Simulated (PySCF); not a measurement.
Rh³⁰⁺: ionisation energy

Rh³⁰⁺ [Ne] 3s2 3p3 [3p1/2^2 3p3/2^1, M_J = 3/2] → Rh³¹⁺ [Ne] 3s2 3p2 [3p1/2^2, M_J = 0], as a difference of total energies. All numbers are calculated (PySCF 2.14, the two-component X2C-1e Hamiltonian, in an uncontracted even-tempered set (19 s from 4.9 bohr⁻², ratio 2.4; 14 p from 6.4 bohr⁻², ratio 2.4; 5 d from 24 bohr⁻², ratio 2.6; 4 f from 36 bohr⁻², ratio 2.6)). Correlated levels: 1s2 frozen; the 56 highest virtual spinors dropped. "Screened" scales the spin-orbit matrix elements by Boettger's factors to mimic the two-electron term; Breit and QED terms are absent.

```csv
method,ionisation energy (eV)
GHF (spin-free),1766.1
GMP2 (spin-free),1766.5
GHF (screened spin-orbit),1748.0
GMP2 (screened spin-orbit),1748.2
```

Breit and QED terms and the two-electron picture change are absent.

The spin-free rows relax to the high-spin LS determinant and lack the spin-orbit shift.

The labels give the starting determinants; with spin-orbit coupling the two ends relaxed to ⟨J²⟩ = 3.75, ⟨L²⟩ = 1.79, ⟨S²⟩ = 1.95 and ⟨J²⟩ = 0.00, ⟨L²⟩ = 1.34, ⟨S²⟩ = 1.34.

For comparison: 1763 ± 7 eV (semi-empirical (NIST evaluation); NIST Atomic Spectra Database, ionization energies).
